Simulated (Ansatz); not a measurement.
A made-up structure of AlBH4OF (charge +1), closed shell:

B1  (-1.108, 1.732, -0.376)
Al2  (0.025, -0.336, -0.726)
O3  (0.959, -1.260, 0.915)
F4  (0.463, -1.586, -1.972)
H5  (-1.700, 2.311, -1.417)
H6  (-1.135, 2.276, 0.839)
H7  (1.484, -2.204, 0.791)
H8  (1.012, -0.932, 1.947)
(Å)

It is relaxed with PBE-D4/def2-SVP and then PBE0-D4/def2-TZVP (Ansatz 0.2.0). Atoms count as bonded within 1.22 times the sum of their covalent radii (H–H: 0.88 Å). The end point is not checked to be a true minimum.

Task: Does its bonding change? (A judgement: the text doesn't fix the answer.)

Result: The calculation gives: No: no bond forms or breaks.

Where it ends: The first stage lowers the energy by 1.38 eV in 6 steps. It ends as AlBH₄OF ([BH2][Al]([OH2])[F]), total charge +1:
B1  (-0.989, 1.545, -0.336)
Al2  (0.022, -0.301, -0.651)
O3  (0.855, -1.124, 0.816)
F4  (0.415, -1.418, -1.762)
H5  (-1.519, 2.065, -1.263)
H6  (-1.010, 2.028, 0.751)
H7  (1.325, -1.966, 0.708)
H8  (0.901, -0.829, 1.737)
(Å)

Labels in which every atom is bracketed show which atoms are joined, not bond orders.

For scale, one of the runs: PBE0-D4/def2-TZVP relaxation, 154 basis functions, launched by `ansatz run in.yaml --threads 2 --pin off --events-out ev --progress --plain --max-ram 4352MiB`. Hardware: 2 CPU threads of an Arm Neoverse V2, shared host. Wall time about 21 s.
